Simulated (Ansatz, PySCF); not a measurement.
Gas-phase reaction (SMILES): [SiH3]O[SiH](Cl)Cl -> [O][SiH](Cl)Cl + [SiH3] (SiH3); the O-Si bond at the site shown breaks (other sites are not compared here).

Structures are relaxed separately at B3LYP-D3(BJ)/def2-TZVP in Ansatz (an electronic-structure program), one conformer each, not searched for the lowest. Correlated levels leave the core frozen unless marked. UHF or UKS for open shells. Spin-orbit coupling is left out. No relativistic terms. Basis-set limits of correlation are two-point, X^-3; Hartree-Fock from the larger set. Thermal terms are rigid-rotor harmonic-oscillator values from B3LYP-D3(BJ) frequencies (Ansatz or PySCF) at 298.15 K and 1 atm. 1 Eh = 627.5095 kcal/mol.

```
species             E, CCSD(T)/CBS(cc-pV(T+d)Z,cc-pV(Q+d)Z) (Ansatz) (Eh)  E, PBE-D3(BJ)/def2-TZVPD (Ansatz + dftd3) (Eh)  H - E (Eh)
------------------  -----------------------------------------------------  ----------------------------------------------  ----------
[SiH3]O[SiH](Cl)Cl                                            -1575.47664                                     -1576.53491     0.05174
[O][SiH](Cl)Cl                                                -1284.45132                                     -1285.25371     0.02037
[SiH3] (SiH3)                                                  -290.80393                                      -291.07783     0.02515
```

### Question
Work out ΔE and ΔH at 298.15 K at the first level, then ΔH at the second.

### Answer

1. ΔE = [(-1284.45132) + (-290.80393)] - [(-1575.47664)] = 0.22139 Eh = 138.9 kcal/mol at CCSD(T)/CBS(cc-pV(T+d)Z,cc-pV(Q+d)Z).
2. The terms H - E add up to -0.00622 Eh, so ΔH = (0.22139 + (-0.00622))×627.5095 = 135.0 kcal/mol.
3. At PBE-D3(BJ)/def2-TZVPD the same steps give ΔE = 127.6 and ΔH = 123.7 kcal/mol, a shift of -11.3 from the first level.
4. These values are not checked against measurement here, since the tables used lack a sound gas-phase enthalpy of formation for at least one species.
